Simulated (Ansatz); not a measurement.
Ansatz (a quantum-chemistry and plane-wave program) input (RI-MP2/aug-cc-pVTZ):
A basis named .json is the Basis Set Exchange file of that set.

Ansatz 0.2 input:
```yaml
crystal:
  periodic: [false, false, false]
  atoms:
    - {symbol: C, position_ang: [1.57016806, 0.10935887, 0.04354161]}
    - {symbol: Ge, position_ang: [-0.39011896, -0.02717096, -0.01081821]}
    - {symbol: H, position_ang: [2.00580817, -0.84493376, 0.33784636]}
    - {symbol: H, position_ang: [1.87463486, 0.86943540, 0.76232925]}
    - {symbol: H, position_ang: [1.95574568, 0.38197652, -0.93833493]}
    - {symbol: H, position_ang: [-0.82450154, -1.10119956, -1.02634043]}
    - {symbol: H, position_ang: [-1.00980504, 1.32062393, -0.42668975]}
    - {symbol: H, position_ang: [-0.93908367, -0.41258511, 1.37612256]}
basis:
  gaussian:
    orbitals: aug-cc-pVTZ
    fitting: {mean_field: def2-universal-jkfit, correlation: aug-cc-pVTZ-RIFIT.json}
magnetization: {spin_polarized: false}
correlation: {method: mp2, electrons: outside_noble_gas}
```

End of the output:

```
integrals: 0.24 GiB planned
449 factors; integrals over basis functions are off by at most 1.1e0 eV
0.47 GiB of device memory are held for the factors and their scratch space
mean field: 0.67 GiB planned
mean field evaluation 1: about -57598.3639 eV, gradient 2.7e1 eV
mean field evaluation 2: about -57600.0358 eV, gradient 1.2e1 eV
mean field evaluation 4: about -57600.4108 eV, gradient 3.7e-1 eV
mean field evaluation 8: about -57600.4115 eV, gradient 1.3e-6 eV
mean field -57600.41149793 eV, -2116.7760795876 hartree, gradient 1.3e-6 eV, S^2 0.000000; 0 other end points of the search recorded, 0 dependent functions left out
15 core orbitals not correlated
573 factors; their error is unknown
reference -57600.41149793 eV, -2116.7760795876 hartree; 7, 7 occupied and 221, 221 virtual orbitals, 573 factors
second order -8.68712357 eV of doubles, -0.00000000 eV of singles
Total energy: -57609.09862150 eV, -2117.0953254905 hartree
```
